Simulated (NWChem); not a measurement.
System: phosphorus nitride (PN); SMILES N#P

The following NWChem deck was run.

```
start job
memory heap 200 mb stack 900 mb global 1100 mb
geometry units angstroms
  N      0.000000     0.000000     1.012570
  P      0.000000     0.000000    -0.482237
end
basis spherical
  * library def2-tzvpp
end
dft
  xc xpbe96 cpbe96
  iterations 150
end
driver
  maxiter 120
end
task dft optimize
task dft freq
```

The level has its own optimisation; frequencies are unscaled.

Q: Give the results of this calculation. (PBE/def2-TZVPP.) Quantities: basis functions; r N–P (Å); highest harmonic frequency (cm⁻¹); zero-point energy (kcal/mol); dipole (D).

A: number of basis functions: 73
r N–P (Å): 1.500
highest harmonic frequency (cm⁻¹): 1339
zero-point energy (kcal/mol): 1.9
dipole (D): 2.66
